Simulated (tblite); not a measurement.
C4H11NOSi.
Cartesian coordinates in Å at the GFN2-xTB level; atoms count from 1:
```
atom  x, y, z in Å
C1     3.081    0.295   -0.546
Si2    1.533    0.231    0.533
C3     0.041   -0.051   -0.650
O4     0.274   -0.142   -1.850
N5    -1.225   -0.145   -0.182
C6    -2.323   -0.357   -1.098
C7    -1.603   -0.051    1.200
H8     3.976    0.455    0.048
H9     3.205   -0.631   -1.101
H10    3.011    1.098   -1.275
H11    1.340    1.491    1.268
H12    1.601   -0.875    1.501
H13   -1.913   -0.410   -2.105
H14   -2.840   -1.291   -0.864
H15   -3.036    0.469   -1.036
H16   -2.102   -0.972    1.517
H17   -0.731    0.109    1.827
H18   -2.299    0.781    1.344
```

Level: GFN2-xTB in tblite, geometry and Hessian alike; calculated harmonic values, unscaled, isolated species. Errors from tens to a few hundred cm⁻¹ against measured bands are possible. Modes of hydrogen on silicon can be 10 to 20 % off. One conformer, not necessarily the lowest.

Harmonic wavenumbers (cm⁻¹): 44.1, 76.6, 97.4, 107.7, 129.6, 155.7, 222.2, 234.5, 345.8, 384.9, 403.7, 431.4, 531.3, 629.4, 677.1, 684.7, 769.3, 787.3, 831.7, 843.3, 936.0, 1038.8, 1090.5, 1108.1, 1125.1, 1256.2, 1368.5, 1383.8, 1394.0, 1421.2, 1460.2, 1468.9, 1471.3, 1472.3, 1478.6, 1498.0, 1648.3, 2181.3, 2192.2, 2930.8, 2953.4, 2956.0, 2972.9, 3034.7, 3035.0, 3035.8, 3039.9, 3061.8.

A = 4041, B = 1338, C = 1037 MHz; mass 117.061 u (most abundant isotopes); point group Cs, symmetry number 1.

**Question.** What is the zero-point energy?

**Answer.** ½Σν̃ = 31201 cm⁻¹ = 373.24 kJ/mol.

**Question.** Entropy at 400 K, 1 bar (ideal gas, RRHO, classical rotation)?

**Answer.** Translation 174.36, rotation 122.66, vibration 177.26: S = 474.3 J/(mol K).

**Question.** And Cp and H(400 K) − H(0)?

**Answer.** Cp = 195.71 J/(mol K), of which vibrations give 162.46 (their classical limit is 48 R = 399.1); H(400 K) − H(0) = 48.66 kJ/mol without the zero-point energy, 35.36 from vibrations.

**Question.** What must be added to the electronic energy to get the Gibbs energy at 400 K and 1 bar?

**Answer.** ZPE + [H(400 K) − H(0)] − T·S = 373.24 + 48.66 − 189.71 = 232.19 kJ/mol.

**Question.** Blend soft modes into free rotors: weight 1/[1 + (100 cm⁻¹/ν̃)⁴] for the oscillator and the rest for a rotor with moment μB/(μ + B), μ = h/(8π²ν), B = 10⁻⁴⁴ kg m². What vibrational entropy results?

**Answer.** 162.48 J/(mol K) in place of 177.26, which changes −T·S at 400 K by +5.91 kJ/mol.

**Question.** Which modes carry the vibrational entropy at 400 K?

**Answer.** 44.1 cm⁻¹: 23.63; 76.6 cm⁻¹: 19.06; 97.4 cm⁻¹: 17.08; 107.7 cm⁻¹: 16.25; 129.6 cm⁻¹: 14.74; 155.7 cm⁻¹: 13.24 J/(mol K); the other 42 give 73.27 together.

**Question.** How do the functions run with temperature in this model?

**Answer.** 
| T (K) | S (J/(mol K)) | Cp (J/(mol K)) | H − H(0) (kJ/mol) | G − H(0) (kJ/mol) | ln q(vib) |
| --- | --- | --- | --- | --- | --- |
| 150 | 332.6 | 106.1 | 10.72 | -39.16 | 3.60 |
| 250 | 395.4 | 143.0 | 23.18 | -75.67 | 6.56 |
| 298.15 | 422.1 | 160.5 | 30.49 | -95.36 | 7.92 |
| 600 | 565.0 | 252.5 | 93.77 | -245.21 | 15.81 |
| 900 | 679.2 | 310.3 | 178.86 | -432.40 | 22.82 |

q(vib) and H(0) count from the zero-point level.

Hindered rotation and anharmonicity are outside this model. Other conformers, if any are populated, would add a mixing term that is left out.
